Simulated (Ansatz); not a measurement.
`NCB(O)Cl`. Charge 0, multiplicity 1.

Z-matrix (Å, degrees):
```
C
B 1 1.572
N 1 1.451 2 114.9
H 1 1.108 2 104.6 3 -125.8
H 1 1.099 2 108.4 3 122.5
Cl 2 1.767 1 120.4 3 27.4
O 2 1.348 1 123.7 3 -156.1
H 3 1.012 1 110.7 2 -41.8
H 3 1.011 1 111.6 2 -162.0
H 7 0.961 2 113.2 1 4.8
```

**Question.** List the harmonic frequencies (cm⁻¹, unscaled) at PBE0-D4/def2-TZVP in Ansatz. (An estimate is asked.)

**Answer.** Ansatz gave: 70, 193, 237, 358, 381, 508, 571, 596, 794, 874, 924, 1101, 1156, 1191, 1254, 1344, 1437, 1471, 1659, 2912, 3024, 3537, 3621, 3873.

**Question.** Is this a minimum?

**Answer.** Yes, all 24 modes are real.

**Question.** Give the ideal-gas thermochemistry at 298.15 K and 1 bar (rigid rotor, harmonic oscillator; point group C1, symmetry number 1).

**Answer.** Zero-point energy 197.9 kJ/mol; H(298) − E = 216.7 kJ/mol; entropy 330.5 J/(mol·K), of which translation 165.4, rotation 112.0, vibration 53.1; G(298) − E = 118.2 kJ/mol. Modes under 100 cm⁻¹ are hindered rotations or soft bends, so the harmonic entropy is rough.

**Question.** And at 400, 500, 600, 800 and 1000 K?

**Answer.** 
| T (K) | H − E (kJ/mol) | S (J/mol/K) | G − E (kJ/mol) |
| --- | --- | --- | --- |
| 400 | 227.5 | 361.4 | 82.9 |
| 500 | 239.9 | 389.0 | 45.4 |
| 600 | 253.7 | 414.1 | 5.2 |
| 800 | 284.6 | 458.4 | -82.1 |
| 1000 | 318.7 | 496.4 | -177.7 |
